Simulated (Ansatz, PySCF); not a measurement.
Bi(Me)2(OH) (C2H7BiO), SMILES [CH3][Bi]([CH3])[OH]. Atoms are numbered in the order given.

```xyz
11

Bi     0.2923    -0.0770     0.0000
C     -0.6589     1.1934    -1.6283
H     -0.2169     2.2010    -1.6126
H     -1.7399     1.2687    -1.4425
H     -0.4852     0.7317    -2.6103
C     -0.6589     1.1934     1.6283
H     -0.4852     0.7317     2.6103
H     -1.7399     1.2687     1.4425
H     -0.2169     2.2010     1.6126
O     -1.1831    -1.5790     0.0000
H     -2.0583    -1.1721     0.0000
```

The structure is a stationary point at PBE0-D3(BJ)/def2-SVP. The structure was generated by enumeration; whether it is a known compound was not checked. The def2 effective core potentials stand for the cores of Bi; spin–orbit coupling is left out. Other conformers were not sampled.

Two levels are set side by side: PBE-D3(BJ)/def2-SVP (Ansatz, a quantum-chemistry and plane-wave program) and PBE0-D3(BJ)/def2-SVP (Ansatz). Each level has its own optimised geometry; the coordinates shown are those of the second. Frequencies come from the Hessian of PySCF at each geometry. Differences are taken from unrounded values.

| quantity | PBE0-D3(BJ) |
|---|---|
| mean bond length (Å) | 1.422 |
| bond Bi1–C2 (Å) | 2.274 |
| bond Bi1–C6 (Å) | 2.274 |
| bond Bi1–O10 (Å) | 2.105 |
| bond C2–H3 (Å) | 1.100 |
| bond C2–H4 (Å) | 1.099 |
| bond C2–H5 (Å) | 1.099 |
| bond C6–H7 (Å) | 1.099 |
| bond C6–H8 (Å) | 1.099 |
| bond C6–H9 (Å) | 1.100 |
| bond O10–H11 (Å) | 0.965 |
| highest harmonic wavenumber (cm⁻¹) | 3871 |
| mean harmonic wavenumber (cm⁻¹) | 1366 |
| zero-point energy (kcal/mol) | 52.72 |

### Question
What does PBE-D3(BJ) give, and how far is it from PBE0-D3(BJ)? (The exact figures need the calculation; the answer reports its results.)

### Answer

```json
[
 {"quantity": "mean bond length (Å)", "PBE-D3(BJ)": "1.436", "PBE-D3(BJ) minus PBE0-D3(BJ)": "0.015"},
 {"quantity": "bond Bi1–C2 (Å)", "PBE-D3(BJ)": "2.303", "PBE-D3(BJ) minus PBE0-D3(BJ)": "0.030"},
 {"quantity": "bond Bi1–C6 (Å)", "PBE-D3(BJ)": "2.303", "PBE-D3(BJ) minus PBE0-D3(BJ)": "0.030"},
 {"quantity": "bond Bi1–O10 (Å)", "PBE-D3(BJ)": "2.135", "PBE-D3(BJ) minus PBE0-D3(BJ)": "0.030"},
 {"quantity": "bond C2–H3 (Å)", "PBE-D3(BJ)": "1.108", "PBE-D3(BJ) minus PBE0-D3(BJ)": "0.008"},
 {"quantity": "bond C2–H4 (Å)", "PBE-D3(BJ)": "1.107", "PBE-D3(BJ) minus PBE0-D3(BJ)": "0.008"},
 {"quantity": "bond C2–H5 (Å)", "PBE-D3(BJ)": "1.107", "PBE-D3(BJ) minus PBE0-D3(BJ)": "0.008"},
 {"quantity": "bond C6–H7 (Å)", "PBE-D3(BJ)": "1.107", "PBE-D3(BJ) minus PBE0-D3(BJ)": "0.008"},
 {"quantity": "bond C6–H8 (Å)", "PBE-D3(BJ)": "1.107", "PBE-D3(BJ) minus PBE0-D3(BJ)": "0.008"},
 {"quantity": "bond C6–H9 (Å)", "PBE-D3(BJ)": "1.108", "PBE-D3(BJ) minus PBE0-D3(BJ)": "0.008"},
 {"quantity": "bond O10–H11 (Å)", "PBE-D3(BJ)": "0.978", "PBE-D3(BJ) minus PBE0-D3(BJ)": "0.013"},
 {"quantity": "highest harmonic wavenumber (cm⁻¹)", "PBE-D3(BJ)": "3686", "PBE-D3(BJ) minus PBE0-D3(BJ)": "-186"},
 {"quantity": "mean harmonic wavenumber (cm⁻¹)", "PBE-D3(BJ)": "1318", "PBE-D3(BJ) minus PBE0-D3(BJ)": "-48"},
 {"quantity": "zero-point energy (kcal/mol)", "PBE-D3(BJ)": "50.86", "PBE-D3(BJ) minus PBE0-D3(BJ)": "-1.86"}
]
```

Exact exchange shortens and stiffens bonds; PBE has none. Differences between two approximate levels are no errors against the true value.
